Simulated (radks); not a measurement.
Charge is removed step by step from the 3p3/2 level of the rhodium ion Rh+, starting from [Ne] 3s2 3p(1/2: 2, 3/2: 4) 3d10 4s2 4p6 4d8. Method: Dirac Kohn-Sham, PBE, spin-unpolarised, spherical densities, finite nucleus; open shells fill j = l - 1/2 first; Fermi nuclear charge, rms radius 4.4945 fm; computed with a radial shooting solver on a logarithmic mesh with Libxc functionals.

\begin{tabular}{lrrr}
removed (e) & E - E(0) (eV) & eigenvalue (eV) & E minus straight line (eV) \\ \hline
0 & 0.000 & -482.21 & 0.000 \\
0.125 & 60.526 & -486.20 & -1.799 \\
0.25 & 121.55 & -490.24 & -3.095 \\
0.375 & 183.09 & -494.33 & -3.884 \\
0.5 & 245.14 & -498.47 & -4.158 \\
0.625 & 307.71 & -502.65 & -3.913 \\
0.75 & 370.80 & -506.88 & -3.142 \\
0.875 & 434.43 & -511.15 & -1.839 \\
1 & 498.59 & -515.47 & 0.000 \\
\end{tabular}

Removing the whole electron costs 498.59 eV by Delta-SCF, against 482.21 eV from minus the eigenvalue at the starting occupation. Slater's transition state (half an electron removed) gives 498.47 eV. Integrating minus the eigenvalue over the occupation (Janak's theorem) gives 498.59 eV. The mean slope of the eigenvalue, de/dn, is 33.3 eV per electron.
